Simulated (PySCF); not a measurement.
Geometry (Å), atoms numbered from 1 in this order:
```xyz
19

C     2.3090    1.2490   -0.7606
C     1.5951    0.2392   -0.2573
C     1.9867   -0.5850    0.9314
P     0.0175   -0.1765   -1.0811
S    -0.4624    0.9060   -2.6311
C    -1.2187   -0.1898    0.2460
C    -1.9073    1.1064    0.5778
C    -2.6653    0.0188   -0.1057
H     3.2642    1.5434   -0.3136
H     1.9455    1.8009   -1.6341
H     3.0081   -0.3410    1.2573
H     1.3087   -0.4094    1.7826
H     1.9499   -1.6640    0.7061
H     0.1933   -1.5697   -1.3356
H    -0.9884   -0.8750    1.0688
H    -2.1023    1.3141    1.6328
H    -1.6369    1.9752   -0.0307
H    -3.4019   -0.5550    0.4624
H    -2.8960    0.1688   -1.1651
```

- geometry: PBE0-D3(BJ)/def2-SVP
- σ from GIAO-PBE0/pcSseg-1
- program: PySCF
- non-relativistic, no solvent, fast rotation and ring inversion assumed for equivalent nuclei, single conformer

Scale: 13C against TMS (reference shieldings calculated alike).

Q: Do the 13C shifts follow the atomic charges (in e)? Tabulate both.

A: 
```tsv
atoms	hybridisation	δ (ppm)	σ para (ppm)	Hirshfeld	IAO	Mulliken	ESP-fitted
C2	sp2	145.2	-231	-0.04	-0.22	-0.61	+0.29
C1	sp2	141.3	-208	-0.08	-0.28	-0.03	-0.43
C3	sp3	20.7	-83	-0.11	-0.42	-0.18	-0.55
C6	sp3	6.9	-79	-0.09	-0.38	-0.51	-0.01
C8	sp3	4.1	-75	-0.08	-0.27	-0.18	-0.24
C7	sp3	0.0	-67	-0.08	-0.28	-0.18	-0.28
```

Correlation coefficients of δ with charge over these carbons: Hirshfeld +0.64, IAO +0.54, Mulliken -0.15, ESP-fitted +0.32; with the paramagnetic shielding -1.00. Among the 4 sp3 carbons alone: Hirshfeld -0.98, IAO -0.86, Mulliken +0.08, ESP-fitted -0.64. With so few points, grouped by hybridisation, these coefficients are fragile. Charge is one influence among several: hybridisation and low-lying excitations act through the paramagnetic term.

Shifts are as computed. Against solution values, carbons near 30 ppm lie about +2 ppm off and those near 130 ppm about +5 ppm (rms about the fit 1.9 ppm; single classes can miss by 10 ppm). Of 1328 compounds with measured shifts, 309 miss one by over three times the rms of a fit or turn the order of signals round; such compounds aren't used in these exercises. Signals without a measured value on file couldn't be tested in this way; 1H shifts scatter by 0.2 ppm about their fit, and single ones miss by 0.5 ppm.
